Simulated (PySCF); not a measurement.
A species of formula C8H9F has this rotational fingerprint, computed with PBE0/pcSseg-1 in PySCF (dipole) on a GFN2-xTB geometry, gas phase:

| Property | Result |
| --- | --- |
| Rotational constants | A = 3357, B = 778.1, C = 636.7 MHz |
| Dipole components | \|μa\| = 2.35 D, \|μb\| = 0.10 D, \|μc\| = 0.00 D |
| Inertial defect | -6.30 u·Å² |
| κ | -0.90 |

Question: Which structure is it? (One computed conformer of each.)
A. `[CH2:1]=[CH:2][C:3]1=[CH:4][C@@H:5]([F:6])[CH2:7][C:8]1=[CH2:9]` with C1–C2–C3–C4 -148°, C3–C4–C5–F6 -128°, C4–C5–C7–C8 13°, C5–C7–C8–C9 161°, C2–C3–C8–C7 -170°
B. `[CH2:1]=[C:2]([F:3])[C:4](=[CH2:5])[C:6]#[C:7][CH2:8][CH3:9]` with C1–C2–C4–C5 180°
C. `[F:1][CH2:2][CH2:3][c:4]1[cH:5][cH:6][cH:7][cH:8][cH:9]1` with F1–C2–C3–C4 180°, C2–C3–C4–C5 89°
D. `[CH2:1]=[C:2]1[CH:3]=[CH:4][C@@H:5]([CH2:6][F:7])[C:8]1=[CH2:9]` with C4–C5–C6–F7 -171°

Answer: B. It is C=C(F)C(=C)C#CCC, an asymmetric top, point group Cs. The candidates at the same level (rigid rotor, commonest isotopes):

```tsv
SMILES	A (MHz)	B (MHz)	C (MHz)	μa (D)	μb (D)	μc (D)	Δ (u·Å²)	point group	rotor
FCCc1ccccc1	4479	843.3	757.7	1.78	0.00	0.28	-45.10	Cs	near-prolate asymmetric top
C=CC1=C[C@@H](F)CC1=C	3017	1177	905.7	1.39	0.44	0.93	-38.83	C1	asymmetric top
C=C(F)C(=C)C#CCC	3357	778.1	636.7	2.35	0.10	0.00	-6.30	Cs	asymmetric top
C=C1C=C[C@@H](CF)C1=C	2932	1295	960.2	0.91	1.35	0.20	-36.29	C1	asymmetric top
```

`C=CC1=C[C@@H](F)CC1=C` has B 51 % too high; `FCCc1ccccc1` has A 33 % too high; `C=C1C=C[C@@H](CF)C1=C` has B 66 % too high. In the right answer the mirror of this Cs structure is the ab plane, so μc vanishes by symmetry. No structure here is proved a minimum.
